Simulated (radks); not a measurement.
The numbers below are computed, except where a source is named.
Initial-state core-level shifts of the tin ion Sn3+ when its valence configuration changes from [Kr] 4d10 5s1. Level of theory: Dirac Kohn-Sham, PBE, spin-unpolarised, spherical densities, point nucleus; open shells are shared between the two j in proportion to 2j + 1 (a radial shooting solver on a logarithmic mesh with Libxc functionals). Shifts are changes of the shell-averaged eigenvalues in eV (positive: less bound).

| valence | 1s | 3d | 4s | 4p |
|---|---|---|---|---|
| 4d8 5s1 5p2 | -17.428 | -17.803 | -15.315 | -14.700 |
| 4d9 5s2 | -7.221 | -7.421 | -6.305 | -6.020 |
| 4d9 5p2 | -9.955 | -10.137 | -8.993 | -8.683 |
| 4d10 5p1 | -1.414 | -1.400 | -1.398 | -1.387 |
| 4d10 5s0.5 5p0.5 | -0.711 | -0.703 | -0.703 | -0.697 |
| 4d9.5 5s1.5 | -3.569 | -3.671 | -3.138 | -2.998 |
| 4d8 5p3 | -18.722 | -19.095 | -16.582 | -15.951 |
| 4d9 5s1 5p1 | -8.602 | -8.793 | -7.662 | -7.365 |
| 4d9.5 5s0.5 5p1 | -4.967 | -5.057 | -4.516 | -4.365 |
